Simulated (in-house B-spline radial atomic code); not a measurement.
Configurations of Dy⁷⁺, with energies counted from [Kr] 4d10 (4f5/2)6 (4f7/2)3 5s2 (5p1/2)2. Method: Dirac-Hartree-Fock, average of each configuration as written, Fermi nucleus of rms radius 5.2218 fm. Calculated with a radial B-spline atomic code at the basis-set limit. Energies include first-order Breit, QED and recoil terms.

Occupations are held fixed; configurations that lie above the ionisation limit could autoionise.

```json
{"configuration": "[Kr] 4d10 (4f5/2)4 (4f7/2)5 5s2 (5p1/2)1 (5p3/2)1", "E - E(ref) (eV)": "9.7848", "highest orbital": "4f7/2", "its <r> (bohr)": "0.7432"}
{"configuration": "[Kr] 4d10 (4f5/2)5 (4f7/2)4 5s2 (5p3/2)2", "E - E(ref) (eV)": "15.074", "highest orbital": "4f7/2", "its <r> (bohr)": "0.7451"}
{"configuration": "[Kr] 4d10 (4f5/2)2 (4f7/2)7 5s2 (5p3/2)2", "E - E(ref) (eV)": "16.035", "highest orbital": "4f5/2", "its <r> (bohr)": "0.7356"}
{"configuration": "[Kr] 4d10 (4f5/2)5 (4f7/2)5 5s2 (5p3/2)1", "E - E(ref) (eV)": "29.587", "highest orbital": "4f7/2", "its <r> (bohr)": "0.7662"}
{"configuration": "[Kr] 4d10 (4f5/2)4 (4f7/2)4 5s2 (5p3/2)2 7s1", "E - E(ref) (eV)": "84.273", "highest orbital": "7s1/2", "its <r> (bohr)": "3.93"}
{"configuration": "[Kr] (4d3/2)3 (4d5/2)6 (4f5/2)1 (4f7/2)8 5s2 (5p3/2)2 (5g9/2)1", "E - E(ref) (eV)": "250", "highest orbital": "5g9/2", "its <r> (bohr)": "3.32"}
```

(1) Order these further configurations by energy, lowest first.
A. [Kr] 4d10 (4f5/2)3 (4f7/2)5 5s2 (5p1/2)2 (9d5/2)1
B. [Kr] 4d10 (4f5/2)1 (4f7/2)8 5s2 (5p1/2)1 (8p3/2)1
C. [Kr] 4d10 (4f5/2)3 (4f7/2)6 5s2 (5p1/2)1 (8d3/2)1
D. [Kr] (4d3/2)4 (4d5/2)5 (4f5/2)6 (4f7/2)3 5s2 (5p1/2)2 (9g7/2)1
E. [Kr] 4d10 (4f5/2)3 (4f7/2)5 5s2 (5p1/2)1 (5p3/2)1 (6d5/2)1

(2) How far above the reference does [Kr] 4d10 (4f5/2)2 (4f7/2)7 5s2 (5p1/2)2 lie?

Answers

(1) E (73.341 eV), A (98.614 eV), B (102.01 eV), C (107.01 eV), D (254.65 eV).

(2) 5.5138 eV; its least bound orbital is 4f5/2 with <r> = 0.7419 bohr.
